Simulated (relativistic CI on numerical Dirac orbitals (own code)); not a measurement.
Method of calculation: Dirac-Coulomb-Breit CI, separate exchange-only KLI orbitals for each configuration, model QED, unscaled Slater integrals (own radial code, finite nucleus).

The strongest absorption lines from the ground level of an ion, among the configurations computed and to levels below about 5930 eV (vacuum wavelength in nm, gf): 0.21011 (0.043), 0.21190 (0.031), 0.24141 (0.09), 0.24559 (0.07), 0.33391 (0.28), 0.35030 (0.26), 2.0980 (0.59), 7.4383 (0.077).

**Question.** Which ion is it?
A. Os⁶³⁺
B. Rn⁷⁵⁺
C. Os⁶⁵⁺
D. Os⁶⁷⁺

**Answer.** C. Os⁶⁵⁺ has 11 electrons and the ground level 3s 2S_1/2; the strongest line goes to 3p 2P°_3/2. The pattern of lines fixes the number of electrons, and along that sequence the line energies rise steadily with the charge (about as its square where n changes within one kind of shell, about linearly where n is kept but much faster in heavy ions where fine structure, which grows about as Z⁴, sets the gap, and irregularly where shells cross), which fixes Z. Configurations outside the model, such as inner-shell arrays, can give stronger lines. At this charge energies of transitions that change n are usually good to better than 1 %, and those within a shell (Δn = 0) to a few per cent.
